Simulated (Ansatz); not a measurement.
Ansatz (an electronic-structure program) input:

Ansatz 0.2 input:
```yaml
crystal:
  periodic: [false, false, false]
  atoms:
    - {symbol: B, position_ang: [0.14768705, -0.00693148, -0.08286691]}
    - {symbol: C, position_ang: [-0.62420077, 1.39017661, 0.05759189]}
    - {symbol: C, position_ang: [-0.47184012, -1.33873549, 0.55739450]}
    - {symbol: O, position_ang: [1.27757159, -0.05996101, -0.71684290]}
    - {symbol: H, position_ang: [-1.61362893, 1.28685543, -0.39379007]}
    - {symbol: H, position_ang: [-0.09620970, 2.21563512, -0.41426669]}
    - {symbol: H, position_ang: [-0.76176772, 1.60642023, 1.11947715]}
    - {symbol: H, position_ang: [-0.59295205, -1.18329269, 1.63189831]}
    - {symbol: H, position_ang: [0.14517859, -2.21793341, 0.38679035]}
    - {symbol: H, position_ang: [-1.46338282, -1.50198595, 0.12905044]}
basis:
  gaussian:
    orbitals: cc-pVTZ-DK
magnetization: {spin_polarized: true, initial_magnetization: 1}
correlation: {method: ccsd_t, electrons: outside_noble_gas}
```

Task: Which total energy does the run end on?

Result: -179.67866 Eh (X2C-CCSD(T)/cc-pVTZ-DK). The basis has 204 functions.

It need not be the lowest isomer of its formula.
